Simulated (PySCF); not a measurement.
A structure optimised at PBE-D3(BJ)/def2-SVP, used in a PySCF frequency run:

```
C
H 1 1.1187
O 1 1.4542 2 110.24
C 3 1.4420 1 91.40 2 -109.86
H 4 1.1133 3 112.32 1 -125.75
H 4 1.1155 5 108.15 3 124.31
C 1 1.5195 2 109.49 3 124.20
H 7 1.1121 1 108.21 2 176.86
H 7 1.1131 8 106.74 1 116.24
C 7 1.5288 8 110.17 9 120.54
H 10 1.1081 7 111.72 8 -56.41
H 10 1.1083 11 108.17 7 -121.26
H 10 1.1100 11 107.76 12 -116.10
C 4 1.5399 5 116.72 6 131.10
H 14 1.1063 4 116.71 5 -121.25
H 14 1.1078 15 109.28 4 -132.08
```
Charge 0, spin multiplicity 1.

Question: Write its SMILES and formula.

Answer: CC[C@@H]1CCO1, C5H10O

Question: What are its rotational constants (standard atomic weights)?

Answer: 8.0628, 2.4003, 2.0482 GHz
